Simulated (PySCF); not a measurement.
Mo(O)2(Me)2 (C2H6MoO2), SMILES [CH3][Mo]([CH3])(=[O])=[O], multiplicity 1.

The structure is a stationary point at B3LYP-D3(BJ)/def2-SVP. The spin state was assumed, not searched. The structure was generated by enumeration; whether it is a known compound was not checked. The def2 effective core potentials stand for the cores of Mo; spin–orbit coupling is left out.

Vertical ionisation energy (IE) and electron affinity (EA) in eV. Rows of orbital energies are one-electron estimates. Where ΔSCF, EOM or ADC give a negative EA the extra electron is unbound and the value depends on the basis.

```json
[
 {"level": "−ε(HOMO), −ε(LUMO), B3LYP/def2-TZVP (PySCF)", "IE": "8.40", "EA": "3.08"},
 {"level": "−ε(HOMO), −ε(LUMO), PBE/def2-TZVP (PySCF)", "IE": "[?]", "EA": "[?]"}
]
```

Task: What belongs in the gaps? (The exact figures need the calculation; the answer reports its results.)

Result: 
- −ε(HOMO), −ε(LUMO), PBE/def2-TZVP (PySCF), IE: 7.26
- −ε(HOMO), −ε(LUMO), PBE/def2-TZVP (PySCF), EA: 3.61
